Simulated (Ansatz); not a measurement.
Mulliken charges of F3GeH3Si, SMILES `[F][Ge]([F])([F])[SiH3]` from PBE/def2-TZVPP in Ansatz (PBE0-D4/def2-TZVP geometry).

```tsv
atom	x (Å)	y (Å)	z (Å)	charge (e)
F1	1.396	-1.075	1.608	-0.313
Ge2	0.455	-0.989	0.171	0.919
F3	-0.699	-2.254	0.325	-0.313
F4	1.514	-1.511	-1.079	-0.313
Si5	-0.512	1.151	-0.217	0.034
H6	-1.385	1.448	0.940	-0.005
H7	0.604	2.117	-0.327	-0.005
H8	-1.282	1.055	-1.478	-0.005
```

Task: By hand: the dipole of these point charges (1 e Å = 4.8032 D).

Result: Σ q r = (-0.281, 0.622, -0.113) e Å, of length 0.692 e Å = 3.32 D.

Task: How does the dipole of the full density compare? (Best estimate.)

Result: Ansatz gave: (-0.327, 0.725, -0.132) e Å, 3.87 D; the point charges give 0.86 times that, at 0° from its direction.

Point charges leave out the atoms' own dipoles, such as those of lone pairs, and Mulliken's split depends on the basis, so the close match here is no proof of good charges.
